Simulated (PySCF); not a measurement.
# Electric field gradients and quadrupole coupling constants

Species: C4H8F3OPS.
Structure used (GFN2-xTB), in Å, numbered top down from 1:
```xyz
18
C4H8F3OPS angstrom
C      2.720   -0.034    1.070
S      1.459   -1.331    1.159
C      0.605   -1.048   -0.427
P     -0.528    0.369   -0.146
C     -1.754   -0.126    1.100
O      0.113    1.666    0.056
C     -1.545    0.372   -1.744
F     -0.760    0.620   -2.796
F     -2.491    1.313   -1.703
F     -2.162   -0.795   -1.985
H      3.415   -0.264    0.267
H      3.238   -0.045    2.024
H      2.242    0.927    0.913
H      0.060   -1.958   -0.672
H      1.339   -0.821   -1.202
H     -2.489    0.675    1.175
H     -2.238   -1.065    0.847
H     -1.232   -0.219    2.052
```

Field gradients from the PBE0/pcSseg-1 density (PySCF, non-relativistic), principal values in atomic units, ordered |Vxx| ≤ |Vyy| ≤ |Vzz|:

| atom | Vxx | Vyy | Vzz |
| --- | --- | --- | --- |
| S2 | 0.5608 | 2.5783 | -3.1392 |
| O6 | -0.3019 | -0.5390 | 0.8409 |

Problem. Find the asymmetry η = (Vxx − Vyy)/Vzz and the couplings χ = eQV/h (234.96 MHz × Q in barn × V in au), with Q(33S) = −0.0678 b, Q(17O) = −0.0256 b.

Solution. 
```json
{"atom": "S2", "environment": "sulfide sulfur", "nucleus": "33S", "η": "0.64", "χzz (MHz)": "50.01", "χxx (MHz)": "-8.93", "χyy (MHz)": "-41.07"}
{"atom": "O6", "environment": "phosphoryl oxygen", "nucleus": "17O", "η": "0.28", "χzz (MHz)": "-5.06", "χxx (MHz)": "1.82", "χyy (MHz)": "3.24"}
```

The tensor is traceless: Vxx + Vyy + Vzz = 0.

Problem. What is Vzz at S2 in SI units (1 au = 9.71736 × 10²¹ V/m²)?

Solution. -3.1392 au = -30.504 × 10²¹ V/m².

Problem. And the gradient at the other heavy atoms, for which no coupling is worked out here?

Solution. 
| atom | environment | Vzz (au) | η |
| --- | --- | --- | --- |
| C1 | S-methyl carbon | 0.318 | 0.24 |
| C3 | sp3 carbon bound to sulfur | 0.210 | 0.44 |
| P4 | phosphoryl phosphorus | 0.538 | 0.91 |
| C5 | sp3 carbon bound to phosphorus | 0.093 | 0.28 |
| C7 | CF3 carbon | -0.489 | 0.04 |
| F8 | fluorine of a CF3 group | 2.858 | 0.03 |
| F9 | fluorine of a CF3 group | 2.860 | 0.03 |
| F10 | fluorine of a CF3 group | 2.820 | 0.02 |

Were the hydrogens deuterons (Q(2H) = 0.00286 b), χzz would run from 202 kHz (H13) to 213 kHz (H12 and H17).

One conformer (not necessarily the lowest) at the GFN2-xTB geometry, without solvent, vibrations or thermal averaging. GFN2-xTB bond lengths can be off by several hundredths of an ångström, more for odd bonds, and the gradients follow them. With a basis this small, the couplings can be 20 % off.
